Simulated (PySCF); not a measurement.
From one molecule to another.

First species: C6H10FNSi2.
Atom-mapped SMILES: `[N:1]#[C:2][C@@H:3]1[CH2:4][CH2:5][SiH2:6]/[C:7]1=[CH:8]\[SiH2:9][F:10]` (hydrogens: H11 on C3; H12, H13 on C4; H14, H15 on C5; H16, H17 on Si6; H18 on C8; H19, H20 on Si9)

Geometry (GFN2-xTB, Å), atoms numbered from 1 in this order:
```xyz
20
C6H10FNSi2 angstrom
N     -2.1854    0.5818    2.3635
C     -1.6535    0.8202    1.3793
C     -0.9585    1.0984    0.1459
C     -1.7968    0.6317   -1.0541
C     -1.7563   -0.8949   -1.1032
Si     0.0552   -1.3440   -0.7078
C      0.3371    0.3057    0.1822
C      1.4251    0.7693    0.7947
Si     3.0718   -0.1049    0.9581
F      3.0181   -1.4777    0.1107
H     -0.7713    2.1786    0.1061
H     -2.8195    1.0094   -0.9786
H     -1.3496    1.0436   -1.9620
H     -2.1140   -1.2559   -2.0652
H     -2.4259   -1.2992   -0.3429
H      0.8669   -1.4290   -1.9230
H      0.1821   -2.5067    0.1651
H      1.3730    1.7496    1.2639
H      4.1493    0.6581    0.3390
H      3.3467   -0.5234    2.3254
```

Second species: C6H10FNSi2.
SMILES: `C=C/C(=C\[C@H]([SiH3])C#N)[SiH2]F`

Levels: PBE0/pcSseg-1 for HOMO energy, LUMO energy and HOMO–LUMO gap. Geometries: GFN2-xTB. All species are isolated and taken at one optimised geometry, non-relativistic unless stated. Electronic properties by PySCF.

The conformers computed, where there is a choice (atom-mapped SMILES and torsion angles):
- `[CH2:1]=[CH:2]/[C:3](=[CH:4]\[C@H:5]([SiH3:6])[C:7]#[N:8])[SiH2:9][F:10]`: C1–C2–C3–C4 -176°, C3–C4–C5–Si6 -89°, C2–C3–Si9–F10 -60°

The conformers of `N#C[C@@H]1CC[SiH2]/C1=C\[SiH2]F` aren't listed.

```tsv
property	column X	column Y
HOMO energy	-8.19 eV	-7.31 eV
LUMO energy	-1.46 eV	-1.72 eV
HOMO–LUMO gap	6.73 eV	5.59 eV
```

(1) Which column belongs to which species?

(2) How does each property change from the first species to the second?

## Answers

(1) Column X is the first species and column Y the second. The first has 20 atoms and 90 electrons, the second 20 and 90.

(2) HOMO energy +0.88 eV; LUMO energy -0.26 eV; HOMO–LUMO gap -1.14 eV.

